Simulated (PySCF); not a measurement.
Compound: SnH3(NHMe), CH7NSn.
Cartesian coordinates in Å at the PBE0-D3(BJ)/def2-SVP level; atoms count from 1:
```
atom  x, y, z in Å
Sn1    0.6019    1.0959    0.9299
H2     0.6802    1.0203    2.6376
H3     2.1541    1.1579    0.2104
H4    -0.3150    2.4711    0.4347
N5    -0.2172   -0.6769    0.3363
C6    -0.4435   -0.9548   -1.0621
H7    -1.0023   -0.9645    0.9140
H8    -1.2861   -0.4049   -1.5321
H9     0.4594   -0.7123   -1.6475
H10   -0.6315   -2.0318   -1.2213
```

Computed with PBE0-D3(BJ)/def2-SVP geometry optimisation, gas phase, def2 core potentials past Kr (PySCF 2.14.0).

(1) Which atoms are bound to Sn1, and at what distances?

(2) List the angles at Sn1.

(3) What is the shape at Sn1?

(4) What are the other bond lengths?

(5) Give some angles away from the centre.

(6) What are the rotational constants (commonest isotopes, rigid rotor)?

Results:

(1) 4 atoms: H2 1.711 Å, H3 1.712 Å, H4 1.725 Å, N5 2.041 Å. The nearest atom not counted as bound is H7, at 2.61 Å.

(2) 
```
    angle  degrees  distance of the outer atoms (Å)
H4–Sn1–N5    113.3                             3.15
H2–Sn1–H3    112.3                             2.84
H2–Sn1–H4    110.2                             2.82
H3–Sn1–H4    109.4                             2.81
H3–Sn1–N5    105.8                             3.00
H2–Sn1–N5    105.7                             3.00
```

(3) Distorted tetrahedral: angles from 105.7° to 113.3°; τ4 = (360° − α − β)/141° = 0.95 with α and β the two widest (0 for a square, 1 for a tetrahedron). The Sn–H distances aren't all alike: 1.711 to 1.725 Å.

(4) N5–C6 1.444 Å; N5–H7 1.016 Å; C6–H8, C6–H9, C6–H10 1.106 Å.

(5) Sn1–N5–C6 120.8°.

(6) A = 24723, B = 2927, C = 2786 MHz: a near-prolate asymmetric top.

Charge 0, singlet. Stationary, but not proved a minimum.
